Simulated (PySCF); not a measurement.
Species: C6H9N3.
Bonds: C1–C2 (double), C2–C3, C3–N4 (aromatic), N4–N5 (aromatic), N5–C6, N5–N7 (aromatic), N7–C8 (aromatic), C8–C9, C3–C8 (aromatic). Hydrogens: H10, H11 on C1; H12 on C2; H13, H14, H15 on C6; H16, H17, H18 on C9.

Definitions: NICS(0) = −σiso at the ring centroid; NICS(1) = −σiso and NICS(1)zz = −σzz at ±1 Å along the ring normal z. Level: GIAO PBE/pcSseg-1 (PySCF, non-relativistic, gas phase) on the PBE0-D3(BJ)/def2-SVP geometry, one conformer.

Ring bond lengths (Å): C3–N4 1.337, N4–N5 1.311, N5–N7 1.317, N7–C8 1.331, C8–C3 1.418.

Task: Give the NICS values of each ring in ppm.

Result: 
| ring | type | NICS(0) | NICS(1), two faces | NICS(1)zz, two faces | rms pucker (Å) | centre to ring atoms, mean (Å) |
| --- | --- | --- | --- | --- | --- | --- |
| C3–N4–N5–N7–C8 | 5-membered ring with 3 N; formal bonds all aromatic | -10.6 | -11.7 / -11.7 | -27.3 / -27.6 | 0.00 | 1.14 |

Task: What do they say, and how far can they be read as aromaticity?

Result: 
- C3–N4–N5–N7–C8: mean NICS(1)zz -27.5 ppm, shielded. The ring is flat and has no four-coordinate atom; by the NICS criterion it is aromatic.

Task: What does the geometric index give? HOMA = 1 − mean of α(R − Ropt)² over the ring bonds, with Krygowski's 1993 parameters (CC: Ropt 1.388 Å, α 257.7 Å⁻²; CN: Ropt 1.334 Å, α 93.52 Å⁻²; NN: Ropt 1.309 Å, α 130.33 Å⁻²).

Result: 
- C3–N4–N5–N7–C8: HOMA 0.95; the largest term is that of C8–C3, α(R − Ropt)² = 0.23. The geometric and the magnetic index point the same way.

Task: What is the mean of the two in-plane components of NICS at the first NICS(1) probe listed for ring C3–N4–N5–N7–C8, 1 Å off the ring?

Result: The isotropic value is a third of the trace: (3 × -11.7 − (-27.3))/2 = -3.9 ppm.

Task: How shielded are the nuclei of the rings and their hydrogens (means over atoms taken as equivalent)?

Result: 
| atoms | environment | σ isotropic (ppm) | principal values of the symmetric part, first atom (ppm) |
| --- | --- | --- | --- |
| C3 | substituted aromatic carbon | 36.2 | -21.1, 17.3, 112.4 |
| N4 | pyridine-type nitrogen | -83.9 | -281.7, -112.7, 142.7 |
| N5 | pyrrole-type nitrogen | 3.8 | -112.8, 52.8, 71.5 |
| N7 | pyridine-type nitrogen | -86.9 | -269.5, -123.1, 132.0 |
| C8 | substituted aromatic carbon | 36.3 | -27.6, 24.0, 112.6 |

Task: How do the values depend on the level or the medium?

Result: 
| level | NICS(0), C3–N4–N5–N7–C8 | mean NICS(1)zz, C3–N4–N5–N7–C8 |
| --- | --- | --- |
| PBE/pcSseg-1, gas | -10.6 | -27.5 |
| PBE0/pcSseg-1, gas | -11.3 | -28.9 |
| PBE0/pcSseg-1, IEF-PCM dichloromethane | -11.2 | -28.9 |
| PBE0/pcSseg-1, IEF-PCM tetrahydrofuran | -11.2 | -28.9 |

The geometry is the same throughout; the continuum's cavity takes Bondi-type radii × 1.2.

Time: 74 s of wall time; peak memory 0.76 GiB. Hardware: one thread of an Arm Neoverse N1, no GPU (shared host). This is the whole shielding run at PBE/pcSseg-1, SCF included.

Conformer computed: `[CH2:1]=[CH:2][c:3]1[n:4][n:5]([CH3:6])[n:7][c:8]1[CH3:9]`: C1–C2–C3–N4 0°.
